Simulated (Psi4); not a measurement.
Dimer: C2H4 (SMILES C=C) (first 6 atoms) with C3H8 (SMILES CCC); geometry from B3LYP-D3(BJ)/def2-TZVP, rigid monomers moved along the line of their centres of mass till C1···H13 is 4.13 Å.
(charge 0, multiplicity 1):
```xyz
17

C      0.647    -0.339     0.279
C     -0.540     0.237     0.168
H      1.495     0.182     0.708
H      0.820    -1.356    -0.052
H     -1.389    -0.285    -0.258
H     -0.713     1.253     0.499
C     -1.210    -0.491     5.150
C      0.314    -0.438     5.174
C      0.855     0.985     5.075
H     -1.578    -1.515     5.237
H     -1.636     0.088     5.974
H     -1.596    -0.076     4.217
H      0.708    -1.034     4.346
H      0.683    -0.905     6.093
H      1.947     1.003     5.083
H      0.520     1.466     4.153
H      0.507     1.597     5.911
```

Level of theory: SAPT0/jun-cc-pV(D+d)Z (Psi4).

**Question.** Give the four SAPT terms and the total, and say what mostly holds the pair together.

**Answer.** electrostatics -2.4, exchange 3.5, induction -0.6, dispersion -17.4, total -16.8 meV; the largest attraction is dispersion.
